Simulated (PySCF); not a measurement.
# Simulated absorption spectrum

Compound: BMe2(CF3), C₃H₆BF₃.
Geometry (PBE0-D3(BJ)/def2-SVP, Å), atoms numbered from 1 in this order:
```
atom  x, y, z in Å
B1     0.0400    0.0664    0.0182
C2     1.5957    0.0390   -0.0240
H3     1.9106   -0.4807   -0.9480
H4     1.9884   -0.5938    0.7908
H5     2.0787    1.0247    0.0104
C6    -0.8192    1.3666    0.0206
H7    -0.4966    2.0179    0.8518
H8    -1.9056    1.2207    0.0783
H9    -0.5857    1.9402   -0.8946
C10   -0.7439   -1.3434    0.0295
F11    0.0405   -2.4317    0.0432
F12   -1.5274   -1.4457   -1.0625
F13   -1.5448   -1.4323    1.1086
```

Method used: PySCF, TDDFT B3LYP/def2-SVPD, vertical, gas phase, core orbitals frozen in the response.

Computed states:

| state | E (eV) | f |
| --- | --- | --- |
| S1 | 5.96 | 0.0001 |
| S2 | 6.23 | 0.0002 |
| S3 | 8.07 | 0.0047 |
| S4 | 8.20 | 0.013 |
| S5 | 8.40 | 0.163 |
| S6 | 8.44 | 0.024 |
| S7 | 8.53 | 0.024 |
| S8 | 8.71 | 0.0041 |
| S9 | 8.87 | 0.079 |
| S10 | 9.11 | 0.0002 |

Each state is given a Gaussian of 0.4 eV full width at half maximum, with ε(max) = 2.175×10⁸ f / Δν̃ (Δν̃ the width in cm⁻¹). The width is an assumption, not a result. The curve ends short of the highest state used, and states not computed would add to its high-energy end.

Problem. What does the envelope look like, and where are its maxima?

Solution. 
```tsv
E (eV)	ε (L mol⁻¹ cm⁻¹)
5.36	0
5.45	0
5.54	0
5.63	1
5.72	3
5.81	7
5.90	10
5.99	13
6.08	15
6.17	16
6.26	14
6.35	11
6.44	6
6.53	3
6.62	1
6.71	0
6.80	0
6.89	0
6.98	0
7.07	0
7.16	0
7.25	0
7.34	0
7.43	0
7.52	2
7.61	10
7.70	44
7.79	150
7.88	435
7.97	1117
8.06	2596
8.15	5332
8.24	9233
8.33	12947
8.42	14422
8.51	12888
```

Maxima: 201 nm (6.16 eV), ε about 16, made up of S1 (27%) and S2 (73%); 147 nm (8.42 eV), ε about 14000, made up of S5 (76%) and S6 (11%) (ε in L mol⁻¹ cm⁻¹; maxima over ε = 5, shares over 10%).

Problem. Coming from long wavelengths, where does ε first pass 100 L mol⁻¹ cm⁻¹?

Solution. At about 160 nm (7.76 eV), 1.80 eV above S1.

Problem. On this curve, what absorbance would a 10⁻⁵ mol/L sample give at 193 nm over a 1 cm path?

Solution. 193 nm is 6.424 eV, where ε is about 7 L mol⁻¹ cm⁻¹, so A = ε c l ≈ 7e-05 (Beer–Lambert, with the gas-phase spectrum and the assumed width).

Problem. What would ε be at 8.42 eV, the highest of these maxima, with half the width (0.2 eV)?

Solution. About 25800 L mol⁻¹ cm⁻¹ against 14400, a factor of about 1.8; a lone state at its own centre would give exactly 2.
